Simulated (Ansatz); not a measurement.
Cu3S2, relaxed as a doublet with UKS r2SCAN-D4/def2-SVP in Ansatz, starting from the GFN1-xTB geometry. Force threshold 0.02 eV/Å.

The relaxation made no stability test and no search for a lower SCF solution. No other spin state of charge 0 was run. Another isomer (doublet) lies 1.35 eV lower at PBE0-D4/def2-TZVP; other spin states weren't run for this one.

Start:

| atom | x (Å) | y (Å) | z (Å) |
| --- | --- | --- | --- |
| Cu1 | -1.659 | 0.368 | -0.341 |
| Cu2 | 0.047 | -1.343 | -1.092 |
| Cu3 | 0.587 | 0.356 | 0.521 |
| S4 | 1.975 | -1.087 | -0.238 |
| S5 | -0.951 | 1.706 | 1.150 |

```json
{"step": "1", "energy (eV)": "-155568.1306", "largest force component (eV/Å)": "0.241", "SCF passes": "42"}
{"step": "2", "energy (eV)": "-155568.1353", "largest force component (eV/Å)": "0.133", "SCF passes": "32"}
{"step": "3", "energy (eV)": "-155568.1380", "largest force component (eV/Å)": "0.014", "SCF passes": "29"}
```

Force components are those of the run's own axes.

End:

```xyz
5

Cu   -1.6568    0.3328   -0.3352
Cu    0.0318   -1.3170   -1.1096
Cu    0.6046    0.3661    0.5379
S     1.9712   -1.0982   -0.2305
S    -0.9508    1.7164    1.1374
```

By distances, no bond broke or formed. The bond that changes most is Cu1–Cu2, from 2.53 to 2.48 Å (atoms count from 1).

No frequencies were taken in this run, so the end may be a saddle point.

Run time 20 s (4 threads of Arm Neoverse V1 on a shared host).
